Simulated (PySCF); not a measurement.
SbF3, SMILES [F][Sb]([F])[F]. Geometry optimised at PBE0-D3(BJ)/def2-SVP. The isomer is the one that the SMILES or the coordinates give; other isomers of the formula were not compared. The def2 effective core potentials stand for the cores of Sb; spin–orbit coupling is left out.

These are PBE0-D3(BJ)/def2-SVP (PySCF 2.14.0) values and carry that method's errors.

Harmonic wavenumbers (cm⁻¹): 192, 192, 240, 657, 657, 669. Rotational constants (GHz): 4.387, 4.387, 3.328; symmetry number 3.

Problem. Work out the zero-point energy and the ideal-gas rigid-rotor harmonic-oscillator thermochemistry at 298.15 K and 1 atm.

Solution. ZPE = ½ Σ hcν = ½ × 2606 cm⁻¹ = 3.73 kcal/mol. H − E(el) = 7.37 kcal/mol. Entropy in cal/(mol K): translation 41.45, rotation 23.84, vibration 7.29, total 72.58. G − E(el) = -14.27 kcal/mol. Cp = 16.15 cal/(mol K).
